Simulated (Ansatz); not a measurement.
Cost and result for the atomization energy of Cl₃H₃OSi₂ (`Cl[SiH2]O[SiH](Cl)Cl`) (9 atoms, 8 bonds).

| atom | x (Å) | y (Å) | z (Å) |
| --- | --- | --- | --- |
| Cl1 | -0.437 | 2.542 | 1.184 |
| Si2 | 0.278 | 0.641 | 1.412 |
| O3 | 0.580 | -0.010 | -0.055 |
| Si4 | -0.041 | -0.668 | -1.393 |
| Cl5 | -2.019 | -0.206 | -1.540 |
| Cl6 | 0.159 | -2.690 | -1.295 |
| H7 | 1.557 | 0.709 | 2.142 |
| H8 | -0.748 | -0.150 | 2.121 |
| H9 | 0.671 | -0.169 | -2.575 |

Total charge 0; spin multiplicity 1. The geometry is a stationary point of PBE0-D4/def2-TZVP. It is one conformer, not always the lowest. Program: Ansatz. All runs use 2 threads of an AMD EPYC 7R13 on a shared host and a share of an NVIDIA H100 80 GB. Times are those of one run each, without the atoms' runs, and a repeat can differ threefold. Electronic energies, without spin–orbit coupling; frozen cores. CCSD(T)/CBS adds CCSD(T) − MP2 in def2-TZVPP to the MP2 limit, and its time is that of the two runs behind it. T1 = 0.010. B3LYP takes the VWN-RPA correlation (the form of Gaussian; ORCA's B3LYP/G).

CCSD(T)/CBS is a level of theory with its own doubt, some kJ/mol a heavy atom from the limit and from the frozen cores, so smaller differences don't rank the functionals.

```json
{"level": "PBE-D4/def2-TZVPP (with forces)", "functions": "283", "wall time": "2.8 s", "atomization (kcal/mol)": "752.5", "difference from CCSD(T)/CBS": "-3.9", "per bond": "-0.5"}
{"level": "PBE0-D4/def2-TZVPP", "functions": "283", "wall time": "2.9 s", "atomization (kcal/mol)": "745.1", "difference from CCSD(T)/CBS": "-11.3", "per bond": "-1.4"}
{"level": "B3LYP-D4/def2-TZVPP (with forces)", "functions": "283", "wall time": "3.1 s", "atomization (kcal/mol)": "742.8", "difference from CCSD(T)/CBS": "-13.6", "per bond": "-1.7"}
{"level": "r2SCAN-D4/def2-TZVPP (with forces)", "functions": "283", "wall time": "3.2 s", "atomization (kcal/mol)": "756.5", "difference from CCSD(T)/CBS": "0.1", "per bond": "0.0"}
{"level": "MP2/def2-QZVPP", "functions": "497", "wall time": "4 s", "atomization (kcal/mol)": "769.6", "difference from CCSD(T)/CBS": "13.2", "per bond": "1.7"}
{"level": "ωB97X-V/def2-TZVPP", "functions": "283", "wall time": "4.1 s", "atomization (kcal/mol)": "758.0", "difference from CCSD(T)/CBS": "1.6", "per bond": "0.2"}
{"level": "B2PLYP/def2-TZVPP", "functions": "283", "wall time": "4.1 s", "atomization (kcal/mol)": "737.9", "difference from CCSD(T)/CBS": "-18.5", "per bond": "-2.3"}
{"level": "ωB97M-V/def2-TZVPP (with forces)", "functions": "283", "wall time": "6 s", "atomization (kcal/mol)": "757.4", "difference from CCSD(T)/CBS": "1.0", "per bond": "0.1"}
{"level": "CCSD(T)/def2-TZVPP", "functions": "283", "wall time": "6.5 s", "atomization (kcal/mol)": "729.7", "difference from CCSD(T)/CBS": "-26.7", "per bond": "-3.3"}
{"level": "CCSD(T)/CBS(def2)", "functions": "–", "wall time": "11 s", "atomization (kcal/mol)": "756.4", "difference from CCSD(T)/CBS": "0.0", "per bond": "0.0"}
```

The D4 term adds +13.0 kcal/mol with B3LYP and +6.9 kcal/mol with PBE0; it sums over pairs of atoms, weighted by their polarisabilities, and B3LYP, whose exchange is more repulsive, gets the larger term. From PBE to PBE0 (25 % exact exchange), in def2-TZVPP and without D4, the atomization energy moves by −6.3 kcal/mol: exact exchange takes away binding that semilocal exchange gives to molecules. In def2-TZVPP, CCSD(T) changes the Hartree–Fock value by +164.4 kcal/mol (the triples alone add +12.1 kcal/mol) and MP2 by +188.2 kcal/mol; breaking electron pairs costs correlation energy, which Hartree–Fock lacks.
